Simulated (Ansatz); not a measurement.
Species: C$_{6}$H$_{5}$F$_{3}$OSi, SMILES `O=CC1=C(C(F)(F)F)[SiH2]C=C1` (O–C–C–C torsion 180°) (charge 0, multiplicity 1), formula C6H5F3OSi.

Q: How many basis functions does Ansatz (an electronic-structure program) with frozen-core CCSD(T)/cc-pVDZ // B3LYP-D3(BJ)/def2-SVP use, how many core orbitals are frozen, and how many electrons are correlated?

A: 183 basis functions and 15 frozen orbitals, which leaves 60 correlated electrons. Core time is of the order of minutes.
